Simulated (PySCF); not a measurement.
PBE0 on Tl⁻ (thallium, charge -1), [Xe] 4f14 5d10 6s2 6p2, high-spin 3P determinant. Calculation: PySCF 2.14, in aug-cc-pVQZ-PP with one added diffuse shell each of s, p, d, f, g type with ECP60MDF (8s8p6d4f3g, 117 functions); scalar relativity through the core potential.

```
cycle= 1 E= -172.514681736828  delta_E= -0.00896  |g|= 0.0119  |ddm|= 0.516
cycle= 2 E= -172.514985558758  delta_E= -0.000304  |g|= 0.00726  |ddm|= 0.21
cycle= 3 E= -172.515070245251  delta_E= -8.47e-05  |g|= 0.00642  |ddm|= 0.0698
cycle= 4 E= -172.515122610329  delta_E= -5.24e-05  |g|= 0.00138  |ddm|= 0.0501
cycle= 5 E= -172.515130258809  delta_E= -7.65e-06  |g|= 0.000419  |ddm|= 0.0332
cycle= 6 E= -172.515132098065  delta_E= -1.84e-06  |g|= 0.00017  |ddm|= 0.0166
cycle= 7 E= -172.515132283725  delta_E= -1.86e-07  |g|= 6.58e-05  |ddm|= 0.00651
cycle= 8 E= -172.515132308384  delta_E= -2.47e-08  |g|= 4.84e-06  |ddm|= 0.00193
cycle= 9 E= -172.515132308897  delta_E= -5.13e-10  |g|= 2e-06  |ddm|= 0.000348
converged SCF energy = -172.515132308897  <S^2> = 2.0023341  2S+1 = 3.0015557
```

Highest occupied orbital energy: 0.593 eV; ⟨L²⟩ = 2.01; populations by l: s 4.00, p 8.00, d 10.00, f 0.00.

(1) Can this result be used?

Results:

(1) With care. The run converged. Energies and moments cover only the electrons outside the core potential. Spin-orbit coupling is strong in this species (close to jj coupling), so the high-spin LS determinant is a model state, not a physical level. At PBE0 the highest occupied level has a positive energy, so only the finite basis holds that electron; in a semilocal or global hybrid functional this comes from self-interaction and does not mean that the real anion is unbound.
